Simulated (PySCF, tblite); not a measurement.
C₅H₁₀OSi.
Bonds: O1–C2 (double), C2–Si3, Si3–C4, C4–C5, C5–C6, C6–C7, C4–C7. Hydrogens: H8 on C2; H9, H10 on Si3; H11 on C4; H12, H13 on C5; H14, H15 on C6; H16, H17 on C7.

Computed geometry: GFN2-xTB, gas phase.

Task: List the bond lengths, angles and torsions at this level.

Result: 
| bond | length (Å) |
| --- | --- |
| O1=C2 | 1.205 |
| C2–Si3 | 1.919 |
| Si3–C4 | 1.902 |
| C4–C5, C4–C7 | 1.543 |
| C5–C6, C6–C7 | 1.534 |
| C2–H8 | 1.114 |
| Si3–H9, Si3–H10 | 1.465 |
| C4–H11 | 1.093 |
| C5–H12, C7–H16 | 1.089 |
| C5–H13, C7–H17 | 1.089 |
| C6–H14 | 1.088 |
| C6–H15 | 1.088 |

Bonds in one row agree within 0.01 Å and their mean is given. A selection of angles:
| angle | degrees |
| --- | --- |
| O1–C2–Si3 | 124.2 |
| O1–C2–H8 | 118.7 |
| Si3–C2–H8 | 117.1 |
| C2–Si3–C4 | 106.9 |
| C2–Si3–H9 | 107.2 |
| C2–Si3–H10 | 108.6 |
| C4–Si3–H9 | 109.9 |
| C4–Si3–H10 | 111.8 |
| H9–Si3–H10 | 112.2 |
| Si3–C4–C5 | 114.9 |
| Si3–C4–C7 | 114.2 |
| Si3–C4–H11 | 110.5 |
| C5–C4–C7 | 89.0 |
| C5–C4–H11 | 113.5 |
| C4–C5–C6 | 89.4 |
| C4–C5–H12 | 116.6 |
| C4–C5–H13 | 112.7 |
| C6–C5–H12 | 115.9 |
| C6–C5–H13 | 112.8 |
| H12–C5–H13 | 108.5 |
| C5–C6–C7 | 89.7 |
| C5–C6–H14 | 112.7 |
| C5–C6–H15 | 116.0 |
| H14–C6–H15 | 108.9 |
| C4–C7–H16 | 116.3 |

Dihedral angles: O1–C2–Si3–C4 111° (anticlinal); C2–Si3–C4–C5 -73° (synclinal); Si3–C4–C5–C6 -104° (anticlinal); C4–C5–C6–C7 -12° (synperiplanar); C5–C6–C7–C4 12° (synperiplanar); Si3–C4–C7–C6 105° (anticlinal). The mirror-image conformer, all signs reversed, is as good.

The 4-membered ring C4–C5–C6–C7 has internal angles of 89.0° to 89.7° (sum 357°, against 360° for a flat polygon); it is puckered, 0.08 Å rms from its mean plane, widest ring torsion 12°. Si3 (SiH2 silicon) is tetrahedral (angles from 106.9° to 112.2°).

Point group: C1 (no symmetry element, even within 0.4 Å). Its GFN2-xTB frequencies are all real (lowest 27 cm⁻¹). One conformer, not necessarily the lowest. 3 starts were optimised and ended at 0.00, 0.29 and 0.36 kcal/mol (GFN2-xTB); the lowest of these is shown.
